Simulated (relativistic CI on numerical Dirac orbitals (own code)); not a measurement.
# Ir⁷⁺: q coefficients and field-shift factors

Computed by Dirac-Coulomb-Breit CI, separate exchange-only KLI orbitals for each configuration, derivatives by finite differences, unscaled Slater integrals, QED left out (own radial code, finite nucleus).

CI space (outside the closed core [Kr] 4d10 4f14 5s2): 5p6 5d2, 5p6 5d 6s, 5p6 6s2, 5p6 5d 5f, 5p6 5d 6p, 5p5 5d3, 5p6 6s 6p, 5p6 5f2. Levels of other configurations are missing.

With x = (α/α₀)² − 1 an excitation energy changes as ω = ω₀ + qx; K = 2q/ω₀ is the relative enhancement. Terms are leading LS components, so labels can repeat. The field-shift factor is F = δν/δ⟨r²⟩ for the transition from the lowest level.

Lowest level 5p6 5d2 3F_2.

| Level | ω₀ (cm⁻¹) | q (cm⁻¹) | K | F (GHz/fm²) |
| --- | --- | --- | --- | --- |
| 5p6 5d2 3F_3 | 11790 | 12560 | 2.13 | 1 |
| 5p6 5d2 3P_0 | 19277 | 3005 | 0.312 | 0.478 |
| 5p6 5d2 3F_4 | 21017 | 18480 | 1.76 | 1.59 |
| 5p6 5d2 1D_2 | 23319 | 11440 | 0.981 | 1.8 |
| 5p6 5d2 3P_1 | 26352 | 12500 | 0.949 | 1.25 |
| 5p6 5d2 1G_4 | 37499 | 20000 | 1.07 | 2.01 |
| 5p6 5d2 3P_2 | 39136 | 25290 | 1.29 | 3.11 |
| 5p6 5d2 1S_0 | 68215 | 21370 | 0.626 | 3.53 |
| 5p6 5d 6s 3D_1 | 171453 | -62050 | -0.724 | 124 |
| 5p6 5d 6s 3D_2 | 174085 | -60480 | -0.695 | 123 |
| 5p6 5d 6s 3D_3 | 186287 | -48200 | -0.517 | 126 |
| 5p6 5d 6s 1D_2 | 193929 | -45390 | -0.468 | 118 |
| 5p6 5d 6p 3F°_2 | 258658 | -49500 | -0.383 | 22.1 |
| 5p6 5d 6p 3D°_1 | 263189 | -46400 | -0.353 | 21.8 |
| 5p6 5d 6p 3D°_2 | 275856 | -33220 | -0.241 | 22.9 |
| 5p6 5d 6p 3F°_3 | 277203 | -32980 | -0.238 | 22.8 |
| 5p6 5d 6p 3D°_2 | 286584 | -13320 | -0.093 | 16.2 |
| 5p6 5d 6p 3F°_3 | 291895 | -11900 | -0.0816 | 16.3 |
| 5p6 5d 6p 3P°_1 | 293024 | -14810 | -0.101 | 16.5 |
| 5p6 5d 6p 3P°_0 | 295687 | -13520 | -0.0915 | 16 |
| 5p6 5d 6p 3F°_4 | 304119 | 729 | 0.00479 | 17.4 |
| 5p6 5d 6p 3P°_2 | 305400 | -611.5 | -0.004 | 17.5 |
| 5p6 5d 6p 1F°_3 | 306697 | -1104 | -0.0072 | 17.4 |

At this charge configurations can still be misplaced by up to about 7 % of their energy. Terms inside the open d or f shell come out 10 to 20 % too wide with unscaled integrals. Levels and lines within the n = 5 or 6 shells can be off by up to 10 % or somewhat more, and those that change n by about 2 %, since core polarisation is missing. Levels that differ in their count of f electrons can be misplaced by several ten thousand cm⁻¹, since the correlation energy of f electrons is missing or only estimated; rates across such gaps can be off by orders of magnitude.
